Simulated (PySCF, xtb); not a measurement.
C2H7AlOS, SMILES C[O][Al]([CH3])[SH].

GFN2-xTB (xtb) at its own geometry gives an orbital gap of 3.87 eV and a dipole moment of 3.04 D.

Geometry: TPSSh-D3(BJ)/def2-SVP. The structure was generated by enumeration; whether it is a known compound was not checked. The values are those of a single conformer.

**Question.** What does ωB97X/def2-TZVP (PySCF) give? (The exact figures need the calculation; the answer reports its results.)

**Answer.** gap 11.66 eV (levels -9.87 and 1.79 eV), dipole 0.95 D.
